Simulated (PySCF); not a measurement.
**The 16-electron isoelectronic series, non-relativistic**

Calculated with PySCF 2.14 from differences of total energies of unrestricted determinants, without spin-orbit coupling. Each ion has its own even-tempered basis scaled to its charge (21s15p6d5f for the first); frozen: 1s2. Ionisation energies in eV, correlation energies of the ion in mhartree.

```json
{"ion": "Ar²⁺", "configuration": "[Ne] 3s2 3p4 (3P)", "UHF": "39.357", "LDA": "40.844", "PBE": "40.716", "PBE0": "40.712", "r2SCAN": "40.674", "MP2 (outer shells)": "40.098", "E_corr MP2": "-459.2", "NIST (with spin-orbit, Breit and QED)": "40.735 ± 0.012 (s)"}
{"ion": "Ca⁴⁺", "configuration": "[Ne] 3s2 3p4 (3P)", "UHF": "82.758", "LDA": "84.395", "PBE": "84.279", "PBE0": "84.267", "r2SCAN": "84.213", "MP2 (outer shells)": "83.574", "E_corr MP2": "-477.0", "NIST (with spin-orbit, Breit and QED)": "84.34 ± 0.08 (s)"}
{"ion": "Ti⁶⁺", "configuration": "[Ne] 3s2 3p4 (3P)", "UHF": "138.85", "LDA": "140.63", "PBE": "140.52", "PBE0": "140.50", "r2SCAN": "140.44", "MP2 (outer shells)": "139.71", "E_corr MP2": "-488.8", "NIST (with spin-orbit, Breit and QED)": "140.68 ± 0.18 (s)"}
{"ion": "Cr⁸⁺", "configuration": "[Ne] 3s2 3p4 (3P)", "UHF": "207.33", "LDA": "209.24", "PBE": "209.16", "PBE0": "209.12", "r2SCAN": "209.04", "MP2 (outer shells)": "208.21", "E_corr MP2": "-496.8", "NIST (with spin-orbit, Breit and QED)": "209.5 ± 0.3 (s)"}
{"ion": "Fe¹⁰⁺", "configuration": "[Ne] 3s2 3p4 (3P)", "UHF": "288.16", "LDA": "290.18", "PBE": "290.12", "PBE0": "290.05", "r2SCAN": "289.99", "MP2 (outer shells)": "289.07", "E_corr MP2": "-504.7", "NIST (with spin-orbit, Breit and QED)": "290.9 ± 0.4 (s)"}
{"ion": "Ni¹²⁺", "configuration": "[Ne] 3s2 3p4 (3P)", "UHF": "381.28", "LDA": "383.40", "PBE": "383.35", "PBE0": "383.27", "r2SCAN": "383.16", "MP2 (outer shells)": "382.21", "E_corr MP2": "-512.3", "NIST (with spin-orbit, Breit and QED)": "384.5 ± 0.5 (s)"}
{"ion": "Zn¹⁴⁺", "configuration": "[Ne] 3s2 3p4 (3P)", "UHF": "486.59", "LDA": "488.81", "PBE": "488.79", "PBE0": "488.69", "r2SCAN": "488.55", "MP2 (outer shells)": "487.53", "E_corr MP2": "-516.2", "NIST (with spin-orbit, Breit and QED)": "490.6 ± 0.6 (s)"}
{"ion": "Ge¹⁶⁺", "configuration": "[Ne] 3s2 3p4 (3P)", "UHF": "604.06", "LDA": "606.36", "PBE": "606.38", "PBE0": "606.26", "r2SCAN": "606.07", "MP2 (outer shells)": "605.02", "E_corr MP2": "-521.1", "NIST (with spin-orbit, Breit and QED)": "609.1 ± 0.8 (s)"}
{"ion": "As¹⁷⁺", "configuration": "[Ne] 3s2 3p4 (3P)", "UHF": "667.35", "LDA": "n/a", "PBE": "n/a", "PBE0": "n/a", "r2SCAN": "n/a", "MP2 (outer shells)": "668.30", "E_corr MP2": "n/a", "NIST (with spin-orbit, Breit and QED)": "672.9 ± 0.9 (s)"}
{"ion": "Se¹⁸⁺", "configuration": "[Ne] 3s2 3p4 (3P)", "UHF": "733.66", "LDA": "736.02", "PBE": "736.10", "PBE0": "735.95", "r2SCAN": "735.76", "MP2 (outer shells)": "734.64", "E_corr MP2": "-529.8", "NIST (with spin-orbit, Breit and QED)": "739.8 ± 1.1 (s)"}
```

Each ion has its own basis, which adds noise of up to about 0.1 % along the series.

NIST values marked (s) are semi-empirical, (t) theoretical. Open shells are high-spin determinants of the terms that Hund's rules give; for the heavier ions, far from LS coupling, these are not the ground levels.

All relativistic terms are absent from the calculated values; where these lie close to NIST, scalar and spin-orbit shifts of opposite sign can cancel.
